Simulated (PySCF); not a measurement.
Level of theory: PySCF, PBE0, basis Os def2-TZVP with ECP60, O def2-TZVP (scalar-relativistic core potentials, no spin–orbit coupling, density fitting).

Each entry is the lowest minimum that a search over a few typed start shapes (and spin states, where more than one is plausible) found, or that minimum re-optimised at the stated level; isomers with ligand–ligand bonds, or fragments after loss of a ligand pair, can lie lower. Open shells are unrestricted.

OsO2 is a triplet of C2v symmetry with Os–O 1.683 Å (×2); O–Os–O 133.7°. Its wavenumbers are 228, 1007, 1065 cm⁻¹.

(1) What changes when one electron is removed, giving OsO₂⁺?

Results:

(1) It costs 10.06 eV between the minima (10.06 eV with zero-point energy). OsO₂⁺ is a doublet of C2v symmetry with Os–O 1.653 Å (×2); O–Os–O 117.3°; wavenumbers 263, 1011, 1110 cm⁻¹.

The determinant is spin-contaminated (⟨S²⟩ = 1.00, pure value 0.75). Open d and f shells are described by one determinant, and the ground state may have another occupation or spin. No spin–orbit coupling is included, which matters more the heavier the element.
